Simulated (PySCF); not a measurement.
Computed data sheet: `C/C=C/[P@@](=O)([O-])CC(F)(F)F`

Compound: C₅H₇F₃O₂P (charge -1).
SMILES with atom numbers: `[CH3:1]/[CH:2]=[CH:3]/[P@@:4](=[O:5])([O-:6])[CH2:7][C:8]([F:9])([F:10])[F:11]` (hydrogens: H12, H13, H14 on C1; H15 on C2; H16 on C3; H17, H18 on C7)

Geometry (GFN2-xTB, Å), atoms numbered from 1 in this order:
```
atom  x, y, z in Å
C1     2.884    0.931    0.356
C2     1.614    0.530   -0.325
C3     0.877   -0.524   -0.028
P4    -0.587   -0.915   -1.058
O5    -0.891    0.184   -2.005
O6    -0.491   -2.319   -1.545
C7    -1.916   -0.948    0.307
C8    -2.182    0.384    0.899
F9    -3.098    0.314    1.932
F10   -1.113    0.964    1.469
F11   -2.709    1.281    0.065
H12    2.767    1.912    0.816
H13    3.157    0.211    1.126
H14    3.699    0.999   -0.367
H15    1.265    1.182   -1.114
H16    1.168   -1.230    0.739
H17   -2.828   -1.310   -0.170
H18   -1.625   -1.639    1.097
```

Some functional groups and rings: C=C double bond, CF3 group, C–F bond and P=O bond.

**GFN2-xTB geometry**

```
Point group of the GFN2-xTB geometry                  : C1
Rotational constants A, B, C of the GFN2-xTB geometry : 1.201, 0.728, 0.555 GHz
```

From PBE0/pcSseg-1 ground state and GIAO shieldings, non-relativistic (PySCF):

```
HOMO energy                                                 : -2.42 eV
LUMO energy                                                 : 3.99 eV
HOMO–LUMO gap                                               : 6.41 eV
Lowest Hirshfeld atomic charge                              : -0.49 e on O6
Highest Hirshfeld atomic charge                             : +0.34 e on P4
13C chemical shifts (computed TMS as zero) by class         : 149.3 (C3), 137.7 (C8), 137.4 (C2), 42.9 (C7), 23.7 (C1) ppm
1H chemical shifts (computed TMS as zero) by class          : 6.36 (H15), 6.05 (H16), 1.81 (H18), 1.80 (H17), 1.65 (H12/H13/H14) ppm
Isotropic shieldings of nuclei other than C and H, by class : 164 (O6), 182 (O5), 242 (F9/F10/F11), 335 (P4) ppm
Mayer bond orders between heavy atoms                       : C1–C2 1.04, C2–C3 1.90, C3–P4 0.82, P4–O5 1.76, P4–O6 1.74, P4–C7 0.76, C7–C8 1.02, C8–F9 0.93, C8–F10 0.99, C8–F11 1.02
```

Monoisotopic mass of the ion (most abundant isotopes, electron mass counted): 187.0141 u.

The rotational constants make it an asymmetric top with κ = (2B − A − C)/(A − C) = -0.46, nearer the prolate limit (−1). With B = h/(8π²I), that is 505.379 GHz u Å² over I, the principal moments of inertia are 420.7, 694.2 and 911.2 u Å² (most abundant isotopes); the inertial defect Ic − Ia − Ib is -203.7 u Å² (zero for a rigid planar frame, negative otherwise).

Geometry: GFN2-xTB, one conformer, isolated ion. NMR classes are plain means over equivalent atoms (diastereotopic ones count apart unless rotation or inversion swaps them), as if these changed places fast; in this geometry the members of some classes differ. No diffuse functions stand in pcSseg-1, which bears on an anion's orbital energies.
